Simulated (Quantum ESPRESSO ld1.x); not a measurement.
The potassium ion K14+, 5 electrons, occupied as [He] 2s2 2p1. All-electron calculation, Dirac Kohn-Sham, LDA (Slater exchange, Perdew-Zunger correlation), spin-unpolarised, spherical densities, point nucleus; open shells are shared between the two j in proportion to 2j + 1. Program: ld1.x of Quantum ESPRESSO 7.5.

Normalised radial functions P(r) = r R(r) (large component), r in bohr:

| r | 1s1/2 | 2s1/2 | 2p1/2 |
|---|---|---|---|
| 0.004269 | 0.6522 | 0.2116 | 0.0055 |
| 0.005214 | 0.7810 | 0.2533 | 0.0079 |
| 0.006317 | 0.9249 | 0.2998 | 0.0112 |
| 0.007655 | 1.0906 | 0.3531 | 0.0159 |
| 0.009275 | 1.2792 | 0.4136 | 0.0226 |
| 0.01124 | 1.4906 | 0.4810 | 0.0321 |
| 0.01373 | 1.7335 | 0.5576 | 0.0461 |
| 0.01663 | 1.9844 | 0.6354 | 0.0651 |
| 0.02015 | 2.2456 | 0.7141 | 0.0916 |
| 0.02442 | 2.5059 | 0.7887 | 0.1282 |
| 0.02959 | 2.7496 | 0.8516 | 0.1781 |
| 0.03614 | 2.9636 | 0.8940 | 0.2485 |
| 0.04379 | 3.1055 | 0.8988 | 0.3383 |
| 0.05305 | 3.1583 | 0.8531 | 0.4542 |
| 0.06428 | 3.0984 | 0.7405 | 0.5998 |
| 0.07789 | 2.9104 | 0.5465 | 0.7764 |
| 0.09514 | 2.5786 | 0.2489 | 0.9899 |
| 0.1153 | 2.1517 | -0.1243 | 1.2132 |
| 0.1397 | 1.6629 | -0.5607 | 1.4356 |
| 0.1692 | 1.1716 | -1.0154 | 1.6289 |
| 0.2051 | 0.7385 | -1.4225 | 1.7573 |
| 0.2485 | 0.4069 | -1.7057 | 1.7841 |
| 0.3035 | 0.1839 | -1.7989 | 1.6765 |
| 0.3677 | 0.0701 | -1.6675 | 1.4427 |
| 0.4456 | 0.0210 | -1.3537 | 1.1154 |
| 0.5399 | 0.0047 | -0.9467 | 0.7577 |
| 0.6541 | 0.0007 | -0.5570 | 0.4401 |
| 0.799 | 0.0001 | -0.2581 | 0.2043 |
| 0.9681 | 0.0000 | -0.0962 | 0.0773 |
| 1.173 | 0.0000 | -0.0268 | 0.0221 |

1s1/2: eigenvalue -4181.8 eV, 0 radial nodes, <r> = 0.0808 bohr, 90 % of the charge inside 0.144 bohr. 2s1/2: eigenvalue -865.90 eV, 1 radial node at r = 0.109 bohr, <r> = 0.347 bohr, 90 % of the charge inside 0.532 bohr. 2p1/2: eigenvalue -821.40 eV, 0 radial nodes, <r> = 0.299 bohr, 90 % of the charge inside 0.484 bohr.
